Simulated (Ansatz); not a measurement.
`Fc1cc(-c2sc(-c3sc(S)cc3F)cc2F)sc1S` with charge -1. The state is a doublet with charge -1. Geometry r2SCAN-D4/def2-SVP, that of the neutral singlet; atoms count from 1.

Cartesian coordinates in Å:
```
F 5.013 3.284 -1.385
C 4.031 2.381 -1.492
C 3.049 2.191 -0.497
C 2.146 1.197 -0.849
C 1.013 0.715 -0.110
S -0.043 -0.541 -0.702
C -1.043 -0.486 0.735
C -2.177 -1.353 0.882
S -3.182 -1.336 2.311
C -4.271 -2.530 1.652
S -5.599 -3.190 2.589
C -3.859 -2.957 0.405
C -2.684 -2.291 -0.007
F -2.107 -2.518 -1.190
C -0.573 0.468 1.628
C 0.569 1.127 1.141
F 1.188 2.083 1.838
S 2.547 0.515 -2.414
C 3.917 1.563 -2.599
S 4.937 1.515 -4.021
H 3.007 2.759 0.431
H -6.265 -2.025 2.788
H -4.384 -3.700 -0.195
H -1.028 0.690 2.595
H 5.797 2.437 -3.534
```

Single mean-field runs in def2-TZVP are fitted with def2-universal-jkfit. The highest occupied level of the charge -1 doublet lies above zero (up to 0.07 eV). By energy differences its removal costs 1.15 eV (vertical, to the charge 0 singlet, at PBE0-D4/def2-TZVP); self-interaction error and the lack of diffuse functions both raise the level.

(1) Estimate the Mulliken populations from the PBE0/def2-TZVP orbitals of Ansatz.

(2) Where does the spin sit?

(3) And the Mayer bond orders between bonded heavy atoms (over 0.3)?

Results:

(1) 
```tsv
atom	charge (e)	spin (α − β)
F1	-0.22	0.00
C2	0.29	-0.05
C3	-0.42	0.14
C4	0.05	-0.03
C5	-0.02	0.11
S6	-0.07	0.09
C7	0.13	0.12
C8	-0.12	-0.01
S9	-0.05	0.07
C10	-0.01	0.21
S11	-0.27	0.01
C12	-0.24	-0.07
C13	0.19	0.15
F14	-0.21	0.01
C15	-0.32	0.07
C16	0.28	-0.01
F17	-0.22	0.00
S18	-0.03	0.04
C19	-0.09	0.13
S20	-0.24	0.01
H21	0.12	-0.01
H22	0.12	0.03
H23	0.10	0.00
H24	0.10	0.00
H25	0.16	0.00
```
Mulliken values and Mayer orders depend strongly on the basis.

(2) Summed by element: F 0.00, C 0.76, S 0.22, H 0.02, of 1 unpaired in all. Largest on single atoms: C10 0.21, C13 0.15, C3 0.14.

(3) F1–C2 1.02 (1.34 Å); C2–C3 1.29 (1.41 Å); C2–C19 1.52 (1.38 Å); C3–C4 1.42 (1.39 Å); C4–C5 1.06 (1.44 Å); C4–S18 1.24 (1.75 Å); C5–S6 1.17 (1.74 Å); C5–C16 1.33 (1.39 Å); S6–C7 1.21 (1.75 Å); C7–C8 1.11 (1.43 Å); C7–C15 1.26 (1.39 Å); C8–S9 1.20 (1.75 Å); C8–C13 1.29 (1.39 Å); S9–C10 1.17 (1.75 Å); C10–S11 1.04 (1.75 Å); C10–C12 1.48 (1.38 Å); C12–C13 1.41 (1.41 Å); C13–F14 1.03 (1.34 Å); C15–C16 1.45 (1.41 Å); C16–F17 1.02 (1.34 Å); S18–C19 1.15 (1.73 Å); C19–S20 1.07 (1.75 Å).
